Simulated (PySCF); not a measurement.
Compound: C₂H₆BP.
InChI=1S/C2H6BP/c3-4-1-2-4/h1-2,4H,3H3

The calculation used PBE0-D3(BJ)/def2-SVP geometry optimisation, gas phase in PySCF 2.14.0.

Masses are those of the commonest isotopes; rigid-rotor values at the optimised geometry. 

(1) Give the principal moments of inertia and the rotational constants in cm⁻¹.

(2) What kind of rotor is it?

(3) Is it planar, by Δ = Ic − Ia − Ib?

(4) Give the other two planar moments, Paa and Pbb, and the rms extents of the mass along the axes.

(5) Give the coordinates in the principal-axis frame, origin at the centre of mass.

(6) Predict some low-J microwave lines.

(7) Estimate the classical rotational partition function at 25 K, 50 K and 200 K.

Results:

(1) Ia = 31.64, Ib = 122.34, Ic = 125.17 u·Å²; 505379 MHz·u·Å²/I gives 15971, 4131 and 4038 MHz, that is A = 0.53274, B = 0.13780, C = 0.13468 cm⁻¹.

(2) A near-prolate asymmetric top. Ray's parameter κ = (2B − A − C)/(A − C) = -0.984; −1 is the prolate and +1 the oblate limit.

(3) Not planar: Δ = Ic − Ia − Ib = -28.81 u·Å². For a rigid frame Δ = −2 Σ m c², so Σ m c² = 14.41 u·Å² lies off the ab plane: 6.52 from hydrogen and 7.89 from heavier atoms. The atom farthest from that plane is 1.80 Å away.

(4) Paa = Σ m a² = (Ib + Ic − Ia)/2 = 107.93 and Pbb = Σ m b² = (Ia + Ic − Ib)/2 = 17.24 u·Å². With the mass M = 72.03 u, the rms extents √(P/M) along a, b and c are 1.22, 0.49, 0.45 Å.

(5) The sense of each axis is arbitrary; atoms in the order of the calculation.
```tsv
atom	mass (u)	a (Å)	b (Å)	c (Å)
B1	11.009	-1.954	-0.006	0.446
P2	30.974	-0.229	0.006	-0.373
C3	12.000	1.319	0.654	0.247
C4	12.000	1.317	-0.662	0.232
H5	1.008	-2.469	1.018	0.020
H6	1.008	-2.461	-1.024	-0.003
H7	1.008	-1.734	-0.019	1.645
H8	1.008	-0.158	0.021	-1.795
H9	1.008	1.903	1.527	0.538
H10	1.008	1.898	-1.543	0.502
```

(6) The dipole components are |μa| = 4.80 D, |μb| = 0.00 D, |μc| = 1.25 D; the mirror of this Cs structure is the ac plane, so μb vanishes by symmetry (the 0.02 D computed is a residue) and there are no b-type lines. Intensities carry the squares of the components, which stand as 1.00 : 0.07 (a : c). Some lines, for components of 0.1 D or more:

```
type  branch         J(Ka,Kc)    MHz  lower level (cm⁻¹)
   a       R  1(0,1) ← 0(0,0)   8169               0.000
   c       Q  2(1,2) ← 2(0,2)  11747               0.817
   c       Q  1(1,1) ← 1(0,1)  11840               0.272
   a       R  2(1,2) ← 1(1,1)  16244               0.667
   a       R  2(0,2) ← 1(0,1)  16337               0.272
   a       R  2(1,1) ← 1(1,0)  16431               0.671
   c       R  1(1,0) ← 0(0,0)  20102               0.000
   c       R  2(1,1) ← 1(0,1)  28364               0.272
   c       Q  2(2,1) ← 2(1,1)  35521               1.219
   c       R  2(2,0) ← 1(1,0)  51952               0.671
   c       R  2(2,1) ← 1(1,1)  52045               0.667
```

(7) Point group Cs, symmetry number σ = 1; q = (√π/σ)·√((kT/h)³/(ABC)), k/h = 20836.6 MHz/K: 1290 at 25 K, 3650 at 50 K, 29200 at 200 K.

PBE0-D3(BJ)/def2-SVP frequencies: not computed here. Zero-point vibration and centrifugal distortion are left out. A rigid rotor knows nothing of internal rotation, which can split or shift real lines. Quadrupole hyperfine structure (11B) is left out.

On one thread of an AMD EPYC 7B13, no GPU, shared host with 64 logical CPUs at a one-minute load of 8.9, this took 9.9 s of wall time and 0.46 GiB of memory at its peak. This is the geometry optimisation.
